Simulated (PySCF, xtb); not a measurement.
C₅H₇F, SMILES C=C1CC[C@@H]1F.

Harmonic wavenumbers (cm⁻¹) from GFN2-xTB run with xtb 6.7.1 at its own minimum, in rising order: 83, 210, 324, 399, 509, 640, 696, 797, 854, 903, 928, 968, 1024, 1033, 1093, 1100, 1169, 1178, 1201, 1228, 1245, 1294, 1398, 1447, 1465, 1775, 2917, 2991, 3010, 3027, 3038, 3101, 3129.

**Question.** What does PBE-D3(BJ)/def2-SVP (PySCF) give at its own minimum? (An estimate is asked for; the answer gives what the named calculation found.)

**Answer.** 124, 204, 321, 403, 527, 618, 673, 768, 802, 870, 877, 925, 946, 1005, 1072, 1120, 1132, 1167, 1182, 1215, 1232, 1329, 1364, 1389, 1412, 1726, 2944, 2986, 3011, 3052, 3074, 3083, 3173. Paired by order, the mean absolute difference is 29 cm⁻¹ and the zero-point energies are 66.0 and 65.4 kcal/mol.
